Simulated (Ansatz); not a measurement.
Geometry optimisation, RHF/6-31G* (Ansatz 0.2.0).

Input file:

```yaml
crystal:
  periodic: [false, false, false]
  atoms:
    - { symbol: C, position_ang: [0.7924, -1.9154, -0.4972] }
    - { symbol: Al, position_ang: [1.0863, 0.0628, -0.2044] }
    - { symbol: O, position_ang: [-0.1168, 1.3207, -0.8727] }
    - { symbol: Si, position_ang: [-1.2014, 1.5462, 0.3589] }
    - { symbol: F, position_ang: [-2.5073, 2.5064, -0.2582] }
    - { symbol: F, position_ang: [-0.591, 2.3021, 1.7089] }
    - { symbol: H, position_ang: [0.6577, -2.381, 0.4721] }
    - { symbol: H, position_ang: [-0.1495, -1.9716, -1.1056] }
    - { symbol: H, position_ang: [1.5983, -2.2983, -1.0233] }
    - { symbol: H, position_ang: [2.3655, 0.5292, 0.6648] }
    - { symbol: H, position_ang: [-1.8689, 0.2418, 0.7773] }
basis:
  gaussian: { orbitals: "6-31G*" }
hamiltonian:
  xc: hf
relax:
  f_tol: 0.02
  max_steps: 50
```

Launched with:

```bash
$ ansatz run input.yaml --threads 2 --pin off --max-ram 3072MiB --backend cpu --events-out ev --progress --plain --runs-dir out
```

Question: Where does it end, and by what steps?

Answer: The run converged. The force dipped under the threshold on the way, but the program's further checks kept it going. After 18 steps the energy has fallen by 1.748 eV; O3 moved furthest, 1.34 Å.

```
step  energy less start (eV)  largest force component (eV/Å)  accepted
   0                  0.0000                           3.751       yes
   1                 -1.0156                           2.195       yes
   2                 -1.4556                           1.091       yes
   3                 -1.5490                           0.629       yes
   4                 -1.6314                           0.302       yes
   5                 -1.6878                           0.185       yes
   6                 -1.7206                           0.280       yes
   7                 -1.7185                           0.380        no
   8                 -1.7347                           0.085       yes
   9                 -1.7396                           0.194       yes
  10                 -1.7403                           0.286       yes
  11                 -1.7447                           0.023       yes
  12                 -1.7459                           0.026       yes
  13                 -1.7385                           0.358        no
  14                 -1.7462                           0.027       yes
  15                 -1.7470                           0.095       yes
  16                 -1.7475                           0.063       yes
  17                 -1.7479                           0.015       yes
  18                 -1.7481                           0.020       yes
```

```xyz
11
Properties=species:S:1:pos:R:3
C 1.006 -2.038 -0.643
Al 1.099 -0.143 -0.149
O -0.355 0.655 0.267
Si -1.498 1.698 0.630
F -1.844 2.586 -0.633
F -0.999 2.702 1.745
H 0.860 -2.663 0.237
H 0.174 -2.244 -1.313
H 1.917 -2.378 -1.129
H 2.423 0.714 -0.089
H -2.716 1.054 1.098
```

Time of the run: 34 s on 2 threads of Intel(R) Xeon(R) Platinum 8488C (Sapphire Rapids), on a shared host, peak memory 0.26 GiB.
